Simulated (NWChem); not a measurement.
System: SbI$_{3}$ cation, doublet; SMILES of the neutral closed-shell parent [I][Sb]([I])[I]

Input file for NWChem:

```
start job
memory heap 200 mb stack 900 mb global 1100 mb
charge 1
geometry units angstroms
  Sb     0.002233     0.002371     0.858199
  I     -1.924795    -1.580317    -0.265098
  I     -0.406628     2.455334    -0.280184
  I      2.329276    -0.877287    -0.278127
end
basis spherical
  * library def2-svp
end
ecp
  Sb library def2-ecp
  I library def2-ecp
end
dft
  odft
  mult 2
  xc pbe0
  iterations 150
end
driver
  maxiter 120
end
task dft optimize
```

In the optimisation the excess spin sits in a (C3, its own frame). Not confirmed as a minimum by frequencies. The spin multiplicity was typed, not searched, and may not be the lowest. def2 effective core potentials on Sb, I; no spin-orbit coupling.

The level has its own optimisation.

Give the results of this calculation. (PBE0/def2-SVP with def2 effective core potentials on Sb, I, spin-unrestricted.) Quantities: r I–Sb (Å).


```json
{
 "r I–Sb (Å)": "2.669"
}
```
